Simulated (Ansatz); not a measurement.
Consider the silylene formation by 1,1-elimination: `FC([SiH3])CCl` → `FCCCl` + `[SiH2]`.

Gas-phase electronic energies from Ansatz, PBE0-D4/def2-TZVP geometries. CBS: MP2 limit from def2 TZ/QZ plus the TZ coupled-cluster correction, frozen cores. This one scheme is used for every species. DFT in def2-TZVPP. B3LYP here is the variant with VWN-RPA as its local correlation; programs differ in this. One conformer a species, not always the lowest.

`FC([SiH3])CCl`:

```xyz
11

F     0.864    0.722    1.459
C     0.565   -0.047    0.338
Si   -1.152   -0.840    0.609
C     0.615    0.808   -0.894
Cl    2.262    1.395   -1.253
H     1.326   -0.833    0.272
H    -1.431   -1.763   -0.523
H    -2.186    0.225    0.652
H    -1.131   -1.593    1.885
H     0.285    0.236   -1.762
H    -0.017    1.689   -0.782
```

`FCCCl`:

Cartesian coordinates in Å:
```
F -1.401 0.669 -0.948
C -0.616 -0.303 -0.358
C 0.555 0.371 0.313
Cl 1.575 -0.865 1.079
H -0.277 -0.994 -1.134
H -1.224 -0.845 0.370
H 0.221 1.059 1.088
H 1.166 0.908 -0.411
```

`[SiH2]`:

Cartesian coordinates in Å:
```
Si 0.634 -0.164 -0.280
H 0.143 0.890 0.708
H -0.777 -0.726 -0.428
```

```csv
level,ΔE (kJ/mol),difference from CCSD(T)/CBS
PBE-D4,218.8,8.3
r2SCAN-D4,233.0,22.5
PBE0-D4,222.7,12.2
B3LYP-D4,208.3,-2.2
ωB97X-V,221.8,11.3
ωB97M-V,208.3,-2.2
B2PLYP,204.7,-5.8
PBE,209.9,-0.6
r2SCAN,230.6,20.1
PBE0,215.0,4.5
B3LYP,194.0,-16.5
HF/def2-TZVPP,182.4,-28.1
MP2/def2-TZVPP,221.6,11.1
SCS-MP2/def2-TZVPP,209.0,-1.5
CCSD/def2-TZVPP,197.2,-13.3
CCSD(T)/def2-TZVPP,203.0,-7.5
HF/def2-QZVPP,183.1,-27.4
MP2/def2-QZVPP,226.1,15.6
SCS-MP2/def2-QZVPP,213.7,3.2
HF/CBS(def2),183.2,-27.3
MP2/CBS(def2),229.1,18.6
CCSD/CBS(def2),204.7,-5.8
CCSD(T)/CBS,210.5,0
```

Largest T1 diagnostic among the species: 0.014.

In def2-TZVPP, CCSD(T) changes the Hartree–Fock value by +20.6 kJ/mol (the triples alone add +5.8 kJ/mol) and MP2 by +39.2 kJ/mol. The D4 term adds +14.2 kJ/mol with B3LYP and +7.8 kJ/mol with PBE0; it sums over pairs of atoms, weighted by their polarisabilities, and B3LYP, whose exchange is more repulsive, gets the larger term.
